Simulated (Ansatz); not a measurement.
Relaxation of CH9GaOSi (13 atoms, charge 0, multiplicity 1), to a largest force component of 0.03 eV/Å in at most 50 steps.

Theory: RKS PBE0-D4/def2-SVP in Ansatz 0.2.0.

```xyz
13
Properties=species:S:1:pos:R:3
Ga -1.704 -1.468 -0.190
Si 0.403 -1.985 0.716
H -2.021 -1.691 -1.712
H -2.849 -0.948 0.759
H 0.803 0.690 0.397
O 0.225 1.039 -0.298
C 0.548 2.375 -0.576
H 0.892 -0.852 1.581
H 0.367 -3.181 1.624
H 1.474 -2.236 -0.302
H 1.542 2.480 -1.050
H -0.203 2.764 -1.278
H 0.524 3.013 0.327
```

Q: Where does it end, and by what steps?

A: The run converged. After 23 steps the energy has fallen by 0.595 eV; H13 moved furthest, 1.29 Å. Joined: Ga1–O6 (3.17 → 2.14 Å).

```json
{"step": "0", "energy less start (eV)": "0.0000", "largest force component (eV/Å)": "0.585", "accepted": "yes"}
{"step": "1", "energy less start (eV)": "-0.1192", "largest force component (eV/Å)": "0.205", "accepted": "yes"}
{"step": "2", "energy less start (eV)": "-0.2423", "largest force component (eV/Å)": "0.341", "accepted": "yes"}
{"step": "3", "energy less start (eV)": "-0.3689", "largest force component (eV/Å)": "0.308", "accepted": "yes"}
{"step": "4", "energy less start (eV)": "-0.4406", "largest force component (eV/Å)": "0.385", "accepted": "yes"}
{"step": "5", "energy less start (eV)": "-0.4973", "largest force component (eV/Å)": "0.468", "accepted": "yes"}
{"step": "6", "energy less start (eV)": "-0.5214", "largest force component (eV/Å)": "0.427", "accepted": "yes"}
{"step": "7", "energy less start (eV)": "-0.5383", "largest force component (eV/Å)": "0.573", "accepted": "yes"}
{"step": "8", "energy less start (eV)": "-0.5085", "largest force component (eV/Å)": "1.002", "accepted": "no"}
{"step": "9", "energy less start (eV)": "-0.5492", "largest force component (eV/Å)": "0.351", "accepted": "yes"}
{"step": "10", "energy less start (eV)": "-0.5640", "largest force component (eV/Å)": "0.067", "accepted": "yes"}
{"step": "11", "energy less start (eV)": "-0.5654", "largest force component (eV/Å)": "0.046", "accepted": "yes"}
{"step": "12", "energy less start (eV)": "-0.5655", "largest force component (eV/Å)": "0.046", "accepted": "yes"}
{"step": "13", "energy less start (eV)": "-0.5672", "largest force component (eV/Å)": "0.122", "accepted": "yes"}
{"step": "14", "energy less start (eV)": "-0.5681", "largest force component (eV/Å)": "0.224", "accepted": "yes"}
{"step": "15", "energy less start (eV)": "-0.5732", "largest force component (eV/Å)": "0.183", "accepted": "yes"}
{"step": "16", "energy less start (eV)": "-0.5830", "largest force component (eV/Å)": "0.304", "accepted": "yes"}
{"step": "17", "energy less start (eV)": "-0.5912", "largest force component (eV/Å)": "0.111", "accepted": "yes"}
{"step": "18", "energy less start (eV)": "-0.5926", "largest force component (eV/Å)": "0.101", "accepted": "yes"}
{"step": "19", "energy less start (eV)": "-0.5944", "largest force component (eV/Å)": "0.068", "accepted": "yes"}
{"step": "20", "energy less start (eV)": "-0.5946", "largest force component (eV/Å)": "0.055", "accepted": "yes"}
{"step": "21", "energy less start (eV)": "-0.5945", "largest force component (eV/Å)": "0.116", "accepted": "no"}
{"step": "22", "energy less start (eV)": "-0.5951", "largest force component (eV/Å)": "0.037", "accepted": "yes"}
{"step": "23", "energy less start (eV)": "-0.5953", "largest force component (eV/Å)": "0.012", "accepted": "yes"}
```

```xyz
13
Properties=species:S:1:pos:R:3
Ga -1.002 -0.679 -0.163
Si 0.514 -2.302 0.794
H -1.332 -0.676 -1.706
H -2.040 0.016 0.815
H 0.903 0.999 0.621
O 0.433 0.912 -0.218
C 0.045 2.186 -0.711
H 1.432 -1.617 1.775
H -0.180 -3.382 1.569
H 1.409 -2.979 -0.200
H 0.928 2.825 -0.862
H -0.441 2.015 -1.680
H -0.670 2.682 -0.035
```

Run time: 90 s on 4 threads of Arm Neoverse N1 (shared host), peak memory 0.32 GiB.
